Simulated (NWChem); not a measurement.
System: MoHS₃F; SMILES [F][Mo](=[S])(=[S])[SH]

The following NWChem deck was run.

```
start job
memory heap 200 mb stack 900 mb global 1100 mb
geometry units angstroms noautoz
  Mo    -0.007272     0.080584     0.192981
  S     -1.656453     1.026883    -0.690498
  S      1.761837     0.833236    -0.632751
  F     -0.044180     0.281976     2.019873
  S     -0.004214    -2.125725    -0.458429
  H     -1.341896    -2.305120    -0.328155
end
basis spherical
  * library def2-svp
end
ecp
  Mo library def2-ecp
end
dft
  xc b3lyp
  iterations 150
end
tddft
  nroots 6
  notriplet
end
task tddft energy
```

Structure relaxed at the PBE0/def2-SVP level. No frequency run checked for a minimum. B3LYP is NWChem's, with the RPA form of VWN correlation. def2 effective core potentials on Mo; no spin-orbit coupling.

Vertical excitations in the gas phase.

Task: Predict the main results of this run. (B3LYP/def2-SVP with def2 effective core potentials on Mo, full TDDFT.) Quantities: lowest excitation, singlet (eV); oscillator strength of that lowest state; orbital gap (eV).

Result: The lowest excitation, singlet (eV) comes out as 2.50, the oscillator strength of that lowest state comes out as 0.001 and the orbital gap (eV) comes out as 3.72.
